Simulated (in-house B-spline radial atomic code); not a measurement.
Settings and results of a run for Rh IV (Rh3+). Method: Dirac-Kohn-Sham B3LYP, spherical fractional occupations, Fermi nucleus of rms radius 4.4945 fm. Calculated with a radial B-spline atomic code at the basis-set limit.

Command:
```bash
python run_scf.py task.json out
```
Settings (nuclear radius in fm, mass in u):
```
Z                45
configuration    [Kr] 4d6
hamiltonian      dirac
method           b3lyp
spin_polarised   False
nucleus          fermi
rms_radius       4.4945
atomic_mass      102.90549
speed_of_light   137.035999084
```

Output (hartree, bohr):
```
 radial grid: 69 intervals, B-splines of order 8, outer radius 28.1081 bohr

 iter        energy (Eh)    residual
    1       -4773.768859    5.24e-01
    2       -4778.688197    3.74e-01
    3       -4782.830493    7.08e-02
    4       -4783.020614    1.34e-02
    5       -4783.026855    9.14e-03
    6       -4783.029101    2.60e-03
    7       -4783.029329    4.39e-04
    8       -4783.029336    1.95e-05
    9       -4783.029336    2.50e-07

 total energy                     -4783.02934
 kinetic                            4986.0469
 electron-nucleus                 -11522.3964
 Hartree                            1891.2542
 exact exchange                      -26.9538
 exchange-correlation               -110.9802

 first-order corrections (not in the total)
   Gaunt                             3.4232
   retardation                      -0.3442
   frequency dependence             -0.0240
   self-energy                       2.3047
   Uehling                          -0.2771
   Wichmann-Kroll                    0.0047
   recoil                            0.0177

 orbital      occ     eigenvalue          <r>       <r^2>       <1/r>       r_max    small
 1s1/2      2.000      -850.0338    0.0326273  0.00143801     47.0503     0.02117  2.71e-02
 2s1/2      2.000      -125.0060     0.141521   0.0236699     10.7935      0.1199  5.63e-03
 2p1/2      2.000      -115.7832      0.12031   0.0177754     10.7668     0.09294  5.63e-03
 2p3/2      4.000      -110.4610     0.125174   0.0191132     10.1733     0.09702  5.42e-03
 3s1/2      2.000       -23.7256     0.390049    0.174239     3.74702      0.3514  1.55e-03
 3p1/2      2.000       -20.1060     0.382746    0.170461     3.64928      0.3381  1.50e-03
 3p3/2      4.000       -19.1837       0.3934    0.179863     3.50616      0.3477  1.44e-03
 3d3/2      4.000       -12.7806     0.368039    0.161935     3.33142      0.2897  1.33e-03
 3d5/2      6.000       -12.5992     0.371502    0.164847     3.29428      0.2925  1.31e-03
 4s1/2      2.000        -4.5148     0.972858     1.07097     1.41568      0.8792  3.81e-04
 4p1/2      2.000        -3.3824      1.04488      1.2471     1.30016      0.9233  3.31e-04
 4p3/2      4.000        -3.2320      1.07308      1.3152      1.2576      0.9472  3.17e-04
 4d3/2      2.400        -1.4807      1.36825     2.20904    0.967957       1.106  1.99e-04
 4d5/2      3.600        -1.4628      1.38154     2.25196    0.957464       1.116  1.96e-04

 Slater integrals (Eh)
   F0(4p1/2,4p1/2)               0.861112
   F0(4p1/2,4p3/2)               0.849518
   G2(4p1/2,4p3/2)               0.445694
   F0(4p1/2,4d3/2)               0.742082
   G1(4p1/2,4d3/2)               0.457393
   F0(4p1/2,4d5/2)               0.737487
   G3(4p1/2,4d5/2)               0.276241
   F0(4p3/2,4p3/2)               0.838499
   F2(4p3/2,4p3/2)               0.441022
   F0(4p3/2,4d3/2)               0.734856
   F2(4p3/2,4d3/2)               0.365577
   G1(4p3/2,4d3/2)               0.460501
   G3(4p3/2,4d3/2)               0.282092
   F0(4p3/2,4d5/2)               0.730416
   F2(4p3/2,4d5/2)               0.362301
   G1(4p3/2,4d5/2)               0.455335
   G3(4p3/2,4d5/2)               0.278829
   F0(4d3/2,4d3/2)               0.661569
   F2(4d3/2,4d3/2)               0.332777
   F0(4d3/2,4d5/2)               0.658358
   F2(4d3/2,4d5/2)               0.331167
   G2(4d3/2,4d5/2)               0.331019
   G4(4d3/2,4d5/2)               0.217085
   F0(4d5/2,4d5/2)               0.655200
   (list cut)
```

Time taken, with all properties: 2.1 s on 1 thread of Arm Neoverse V1, with other jobs on the host.

For the Dirac Hamiltonian the kinetic term is c α·p + (β - 1)c².

Caution: exact exchange at fractional occupations of open shells leaves self-interaction of up to several eV.
